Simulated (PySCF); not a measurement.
F3Sb, SMILES [F][Sb+]([F])[F], charge +1, multiplicity 2.

Coordinates come from a PBE0-D3(BJ)/def2-SVP optimisation. The def2 effective core potentials stand for the cores of Sb; spin–orbit coupling is left out.

All values below come from PBE0-D3(BJ)/def2-SVP (PySCF 2.14.0).

Frequencies are harmonic and unscaled.

| mode | ν (cm⁻¹) | IR (km/mol) | moving atoms (share of kinetic energy) |
|---|---|---|---|
| 1 | 156 | 11.1 | F 92 %, Sb 8 % |
| 2 | 156 | 11.1 | F 92 %, Sb 8 % |
| 3 | 182 | 25.4 | F 75 %, Sb 25 % |
| 4 | 655 | 6.3 | F 93 % |
| 5 | 680 | 25.3 | F 83 %, Sb 17 % |
| 6 | 680 | 25.3 | F 83 %, Sb 17 % |
